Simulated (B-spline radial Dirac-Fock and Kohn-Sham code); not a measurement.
**Anomalous scattering factors of Cl, 504.9 eV to 1.764 keV**

Calculated with a radial atomic solver, using the dispersion relation over Dirac-Hartree-Slater subshell photoionisation cross sections, with the Kissel-Pratt high-energy constant (isolated atom, no bound-bound lines or fine structure). The forward scattering factor is f₀ + f′ + i f″.

No edge lies in or near this range.

```
hν (eV)  λ (Å)  f′ (e)  f″ (e)  tabulated f′  tabulated f″
  504.9  24.56  -1.159   6.382             –          6.21
  509.4  24.34       ?       ?             ?             ?
  540.9  22.92  -0.938   5.813             –          5.65
  551.8  22.47  -0.885   5.655             –          5.50
  613.5  20.21  -0.671   4.875             –          4.73
  632.6  19.60  -0.627   4.667             –          4.53
  732.7  16.92  -0.505   3.771             –          3.65
    918  13.51  -0.511   2.686             –          2.59
   1000  12.40  -0.553   2.352         -0.56          2.26
 1253.6  9.890  -0.733   1.641         -0.74          1.52
 1486.9  8.338  -0.921   1.241         -0.93          1.13
   1657  7.482  -1.065   1.037         -1.08          0.94
   1764  7.029  -1.161   0.933         -1.17          0.84
```

Problem. What are f′ and f″ at 509.4 eV?

Solution. f′ = -1.127 and f″ = 6.306 electrons (tables: – and 6.13). By the optical theorem f″ corresponds to a photoabsorption cross section 2 rₑ λ f″ = 865000 b.

Tabulated f′: xraylib 4.2 anomalous scattering factors (Cullen et al., EPDL97); f″: Chantler's tables (J. Phys. Chem. Ref. Data 1995 and 2000). Both are theoretical tables.
